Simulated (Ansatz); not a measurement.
`[CH3][SnH]([CH3])[CH3]` and `[CH3][SnH]([CH3])[SiH3]` differ in one atom or group.

Ansatz, PBE0-D4/def2-TZVP geometries, multiplicity 1. 

Elements past krypton have def2 core potentials.

```tsv
property	`[CH3][SnH]([CH3])[CH3]`
LUMO energy (PBE/def2-TZVPP) / eV	-0.03
HOMO–LUMO gap (ωB97M-V/def2-TZVPP) / eV	11.98
HOMO energy (PBE/def2-TZVPP) / eV	-6.65
LUMO energy (B3LYP/def2-TZVPP) / eV	0.45
size of the dipole moment (PBE/def2-TZVPP) / D	0.61
HOMO energy (PBE0/def2-TZVPP) / eV	-7.83
```

Problem. Give the same properties after the change, and the shifts. (Estimate.)

Solution. The calculation gave: 
```csv
property,`[CH3][SnH]([CH3])[SiH3]`,shift
LUMO energy (PBE/def2-TZVPP) / eV,-0.61,-0.58
HOMO–LUMO gap (ωB97M-V/def2-TZVPP) / eV,11.05,-0.93
HOMO energy (PBE/def2-TZVPP) / eV,-6.45,0.20
LUMO energy (B3LYP/def2-TZVPP) / eV,-0.07,-0.52
size of the dipole moment (PBE/def2-TZVPP) / D,0.93,0.32
HOMO energy (PBE0/def2-TZVPP) / eV,-7.49,0.34
```

With PBE0 the HOMO rises by 0.34 eV and the LUMO falls by 0.66 eV, so the gap narrows by about 1.00 eV. PBE moves the HOMO by 0.20 eV and ωB97M-V by 0.53 eV. Dipoles are sizes alone; their direction can turn.

B3LYP here is the variant with VWN-RPA as its local correlation; programs differ in this.
